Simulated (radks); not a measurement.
Values are calculated unless marked as measured or tabulated.
Initial-state core-level shifts of the erbium ion Er+ when its valence configuration changes from [Xe] 4f12 6s1. Level of theory: scalar-relativistic Kohn-Sham, BLYP, spin-polarised, spherical densities, finite nucleus; open shells are filled with parallel spins first (spin-orbit coupling, left out, can overturn this in heavy ions); Fermi nuclear charge, rms radius 5.2516 fm (a radial shooting solver on a logarithmic mesh with Libxc functionals). Shifts are changes of the shell-averaged eigenvalues in eV (positive: less bound); the change of the density at the nucleus, which sets a Mossbauer isomer shift, is in e/bohr^3, on a base of 9.201e+05.

valence,3s,3d,4d,5s,density at nucleus
4f11 6s2,-9.999,-9.923,-9.394,-6.321,+94.37
4f13,+6.648,+6.599,+6.414,+4.651,-63.35
4f12 6s0.5 6p0.5,-0.695,-0.696,-0.705,-0.730,-20.88
4f12 6p1,-1.372,-1.374,-1.392,-1.441,-42.28
4f12 5d1,+1.406,+1.415,+1.460,+1.608,-43.14
4f11 6s1 6p1,-11.235,-11.160,-10.637,-7.559,+46.13
4f11.5 6s1.5,-4.702,-4.667,-4.451,-3.062,+43.19
4f11.5 6s0.5 6p1,-6.014,-5.980,-5.775,-4.404,-1.93
4f11 5d1 6s1,-7.714,-7.625,-7.064,-3.936,+37.97
